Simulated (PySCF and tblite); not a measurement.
Values are calculated unless marked as measured or tabulated.
C₆H₉F₃, numbered as in [F:1][C@H:2]1[CH2:3][CH2:4][C@H:5]([F:6])[C@H:7]([F:8])[CH2:9]1.

The ensemble was built from 60 distance-geometry starts (ETKDG, MMFF94s, GFN2-xTB) and rests on GFN2-xTB geometries. Energies: PBE0-D3(BJ)/pcSseg-1 (IEF-PCM, methanol), with GFN2-xTB thermal terms (modes under about 100 cm⁻¹ blended into free rotors). Symmetry numbers and mirror images are counted. Conformers within 2.5 kcal/mol (GFN2-xTB free energy) were kept, 3 at most. GIAO shieldings: PBE0/pcSseg-1 (IEF-PCM, methanol). Shifts are against TMS (¹H), TMS (¹³C), CFCl3 (¹⁹F) at the same level; of two unlike H on one atom, a is the less shielded. Codes: tblite and PySCF.

The 6-ring runs over atoms 2–3–4–5–7–9.

```
conformer                        shape  symmetry  E(GFN2) kcal/mol  E(DFT) kcal/mol
        1  6-ring chair (F1, F6 axial)        C1              0.00             0.00
        2      6-ring chair (F8 axial)        C1              0.56             0.97
```

**Question.** How much do the weights at 298.15 K and the averaged shift of H9a depend on how the conformers are weighted?

**Answer.** 
```tsv
weighting	1 (%)	2 (%)	δ (ppm)	rms dipole (D)
DFT energy with thermal terms, symmetry and mirror images (full scheme)	83	17	2.40	2.35
DFT energy with symmetry and mirror images	84	16	2.41	2.35
bare DFT energy	84	16	2.41	2.35
GFN2-xTB energy with symmetry and mirror images	72	28	2.32	2.31
GFN2-xTB free energy	71	29	2.31	2.31
leading conformer alone	100	0	2.54	2.41
equal weights	50	50	2.14	2.24
full scheme, search stopped after three starts	0	100	1.75	2.04
```

The largest departure from the full scheme, 0.65 ppm, comes with: full scheme, search stopped after three starts.


Conformer gaps in pcSseg-1 on xTB geometries can be 2 kcal/mol off for S=O, P=O and other polar bonds.